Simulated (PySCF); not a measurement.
trifluoromethyl methacrylate (C=C(C)C(=O)OC(F)(F)F, C5H5F3O2)

Geometry:
```csv
atom,x (Å),y (Å),z (Å)
C1,-1.974,1.283,-0.182
C2,-1.081,0.294,-0.159
C3,-1.413,-1.141,0.082
C4,0.328,0.657,-0.391
O5,0.775,1.731,-0.643
O6,1.156,-0.474,-0.273
C7,2.472,-0.325,-0.454
F8,3.050,-1.511,-0.276
F9,3.039,0.518,0.408
F10,2.797,0.088,-1.679
H11,-1.666,2.299,-0.366
H12,-3.023,1.105,-0.018
H13,-2.482,-1.263,0.222
H14,-1.091,-1.748,-0.762
H15,-0.891,-1.507,0.964
```

Theory: GIAO CAM-B3LYP/pcSseg-1 magnetisability, rotational g tensor and spin-rotation constants, non-relativistic, gas phase (PySCF 2.14.0). Geometry: GFN2-xTB.

Problem. Give the nuclear spin-rotation constants along the inertial axes (H = +C I·J) beside the isotropic shieldings.

Solution. Rotational constants 2.6690, 0.8626, 0.7382 GHz. A star marks the isotopologue with that one atom substituted, in its own axes.
| atom | isotope | Caa (kHz) | Cbb (kHz) | Ccc (kHz) | mean (kHz) | σ (ppm) |
| --- | --- | --- | --- | --- | --- | --- |
| F8 | 19F | 3.554 | 0.901 | 1.150 | 1.868 | 242.2 |
| F9 | 19F | 4.197 | 1.147 | 0.760 | 2.034 | 242.4 |
| F10 | 19F | 4.186 | 1.185 | 0.736 | 2.036 | 241.9 |
| H11 | 1H | -0.239 | 0.085 | -0.086 | -0.080 | 24.7 |
| H12 | 1H | 0.217 | -0.072 | -0.089 | 0.019 | 25.5 |
| H13 | 1H | 0.039 | -0.076 | -0.089 | -0.042 | 29.8 |
| H14 | 1H | -0.232 | -0.070 | -0.017 | -0.106 | 29.6 |
| H15 | 1H | -0.227 | -0.066 | -0.021 | -0.104 | 29.5 |
| C1 | 13C* | 1.119 | 0.389 | 0.102 | 0.537 | 39.5 |
| C2 | 13C* | 1.113 | 0.376 | 0.115 | 0.535 | 40.5 |
| C3 | 13C* | 0.412 | 0.116 | 0.114 | 0.214 | 164.1 |
| C4 | 13C* | 1.401 | 0.262 | 0.214 | 0.626 | 15.0 |
| O5 | 17O* | -1.433 | -0.568 | -0.049 | -0.683 | -116.6 |
| O6 | 17O* | -0.650 | -0.268 | -0.151 | -0.356 | 88.4 |
| C7 | 13C* | 0.853 | 0.264 | 0.224 | 0.447 | 53.2 |

For the geometry as given, no vibrational averaging.
